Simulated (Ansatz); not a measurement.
Consider the redistribution: `C[SiH2]OC(F)(F)F` + `C=[N][SnH3]` → `C=N[SiH2]C` + `FC(F)(F)[O][SnH3]`.

Computed with Ansatz on PBE0-D4/def2-TZVP structures; ΔE is electronic, products minus reactants. CCSD(T)/CBS adds triple-zeta CCSD(T) − MP2 to the extrapolated MP2 energy (def2 sets, frozen cores). DFT in def2-TZVPP. B3LYP here is the variant with VWN-RPA as its local correlation; programs differ in this. def2 core potentials past Kr. For Sn outer-core shells are correlated without core-valence functions, which leaves a few kJ/mol of doubt a bond. One conformer a species, not always the lowest.

(1) Is it downhill or uphill in electronic energy at CCSD(T)/CBS, and by how much? (An estimate is asked.)

(2) What do these levels give: B97M-V, B3LYP-D4, r2SCAN0-D4, ωB97X-V, revPBE, PBE0, BHLYP, MP2/def2-SVP, MP2/def2-TZVPP, HF/def2-QZVPP, MP2/CBS(def2), CCSD/CBS(def2)? (Best estimate.)

Largest T1 diagnostic among the species: 0.014.

Results:

(1) Ansatz gave: Uphill: ΔE = +1.2 kcal/mol.

(2) Ansatz gave: B97M-V 0.3, B3LYP-D4 0.7, r2SCAN0-D4 1.0, ωB97X-V 0.6, revPBE 0.3, PBE0 0.8, BHLYP 0.8, MP2/def2-SVP -0.3, MP2/def2-TZVPP 2.0, HF/def2-QZVPP 0.6, MP2/CBS(def2) 1.4, CCSD/CBS(def2) 1.1 kcal/mol.

Leaving LDA and LC-ωPBE aside and taking each functional with its dispersion term where it has one, the values, not all of them listed here, spread over 1.1 kcal/mol, from revPBE-D4 to PBE-QIDH. LDA lies +0.9 kcal/mol from PBE without D4. At CCSD(T), def2-SVP lies −1.4 kcal/mol from the extrapolated value and def2-TZVPP +0.6 kcal/mol.
